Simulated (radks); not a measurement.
Q: The mean radii <r> (bohr) of the occupied orbitals of an atom or ion are listed with their occupations. Method: Dirac Kohn-Sham, LDA (Slater exchange, Perdew-Wang correlation), spin-unpolarised, spherical densities, finite nucleus; Fermi nuclear charge, rms radius of each element as measured or else 0.836 A^(1/3) + 0.57 fm; computed with a radial shooting solver on a logarithmic mesh with Libxc functionals.

| orbital | occ. | <r> |
|---|---|---|
| 1s1/2 | 2 | 0.04706 |
| 2s1/2 | 2 | 0.2102 |
| 2p1/2 | 2 | 0.1814 |
| 2p3/2 | 4 | 0.1850 |
| 3s1/2 | 2 | 0.6253 |
| 3p1/2 | 2 | 0.6405 |
| 3p3/2 | 4 | 0.6513 |
| 3d3/2 | 4 | 0.7323 |
| 3d5/2 | 6 | 0.7376 |
| 4s1/2 | 2 | 2.022 |
| 4p1/2 | 0.333333 | 2.508 |
| 4p3/2 | 0.666667 | 2.547 |

Name the element and its charge. Open shells, if any, are shared by 2j + 1.

A: Z = 32, germanium, charge +1: Ge+ in [Ar] 3d10 4s2 4p1. The 1s radius gives Z: for a bare nucleus <r> = (2 gamma + 1)/(2Z) with gamma = sqrt(1 - (Z/c)^2), 0.04601 bohr for Z = 32, and screening makes it slightly larger (0.04706 here). The occupations add up to 31, and the charge is Z minus that.
